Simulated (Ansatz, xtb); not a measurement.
C5H5ClO2: which of two isomers lies lower

We compare I, `CC1=C(Cl)CC(=O)O1`, a singlet, with II, `O=C1C=C(CCl)CO1`, a singlet. Both are isolated molecules in the gas phase, relaxed with B3LYP/def2-SVP, each in the lowest conformer that the search found.

Problem. Estimate E(II) − E(I) at the level CCSD(T)/def2-SVP + ΔMP2/def2-TZVPP.

Solution. Too close to call at this level: CCSD(T)/def2-SVP + ΔMP2/def2-TZVPP gives E(II) − E(I) = +0.026 eV.

Level by level:

```csv
level,geometry,E(II) − E(I) (eV),departure from the last row (eV),"job, with rough time for the two"
GFN2-xTB,GFN2-xTB,+0.400,+0.374,"optimisation, 0.11 s"
HF/STO-3G,GFN2-xTB,+0.233,+0.207,"single point, 0.26 s"
r2SCAN-D4/def2-SVP,GFN2-xTB,+0.119,+0.093,"single point, 1.6 s"
B3LYP/def2-SVP,B3LYP/def2-SVP,+0.082,+0.056,"optimisation, 20 s"
HF/def2-SVP,B3LYP/def2-SVP,−0.062,−0.089,part of the CCSD(T) run
MP2/def2-SVP,B3LYP/def2-SVP,+0.145,+0.119,part of the CCSD(T) run
CCSD(T)/def2-SVP,B3LYP/def2-SVP,+0.115,+0.089,single point
CCSD(T)/def2-SVP + ΔMP2/def2-TZVPP,B3LYP/def2-SVP,+0.026,,"single point, 28 s"
```

As drawn, both hold the same kinds of bond in the same numbers. Structure I has 1 methyl group, II 0.

The largest departure from CCSD(T)/def2-SVP + ΔMP2/def2-TZVPP is that of GFN2-xTB, 0.374 eV. The last row adds to CCSD(T) the change of the MP2 difference between the two basis sets, here −0.089 eV.

With thermal terms from frequencies at re-optimised GFN2-xTB minima (ideal gas, soft modes damped towards free rotors, one conformer each, 298.15 K, 1 atm): on the last row, ΔE + ΔZPE = +0.042, ΔH = +0.030, ΔG = +0.046 eV.

The correlated steps freeze 12 core orbitals. Codes used: Ansatz 0.2.0, xtb 6.7.1; the last row on 4 threads of AMD EPYC 9R45 96-Core Processor (Zen 5) on a shared host.
